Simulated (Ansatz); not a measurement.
# Energy profile

The step: HfClF₃ ([F][Hf]([F])([F])[Cl]) + H₂ → HfHF₃ ([F][HfH]([F])[F]) + HCl (still joined by a long Hf–Cl bond); bonds formed: Hf1–H7, Cl2–H6; bonds broken: H6–H7; bonds weakened to dative contacts: Hf1–Cl2 (atoms numbered as in the saddle structure below).

Hf1  (-0.536, 0.126, -0.468)
Cl2  (2.141, -0.235, 0.738)
F3  (0.071, -1.296, -1.569)
F4  (-2.390, 0.255, -0.806)
F5  (0.156, 1.856, -0.825)
H6  (1.148, -0.403, 1.569)
H7  (-0.590, -0.304, 1.361)
(Å)

Electronic energies by CCSD(T) at an estimated basis limit (MP2 extrapolated from triple and quadruple zeta, plus CCSD(T) − MP2 in triple zeta), on PBE0-D4/def2-TZVP structures; HfH₂ClF₃, closed shell; no counterpoise correction. Computed with Ansatz 0.2.0 (basis: def2-TZVPP and def2-QZVPP); correlated methods freeze the cores. Core potentials replace the inner electrons of the atoms past krypton. Extrapolation: Hartree–Fock as exp(−7.88 √X), correlation as X^−2.97.

(1) Give the profile in eV, counted from the separated reactants. (To be estimated.)

The T1 diagnostic stays at or below 0.017. The start structure is not quite a true minimum (one mode of 44i cm⁻¹).

Results:

(1) The calculation gives:
```
                                                                                                    point      eV
separated: HfClF₃ (linked as [F][Hf]([F])([F])[Cl]; Hf1, Cl2, F3, F4, F5; singlet) + H₂ (H6, H7; singlet)   0.000
                                                                                          start structure  -0.084
                                                                                                   saddle   1.704
                                                                                            end structure   1.653
     separated: HfHF₃ (linked as [F][HfH]([F])[F]; Hf1, F3, F4, F5, H7; singlet) + HCl (Cl2, H6; singlet)   1.885
```

For scale, one of the runs: CCSD(T)/def2-TZVPP, 219 basis functions, launched by `ansatz run in.yaml --threads 8 --pin off --events-out ev --progress --plain --max-ram 19148MiB`. The run took 25 s on 8 CPU threads of an AMD EPYC 9R45 (shared host), with 4.1 GiB of host memory at its peak.
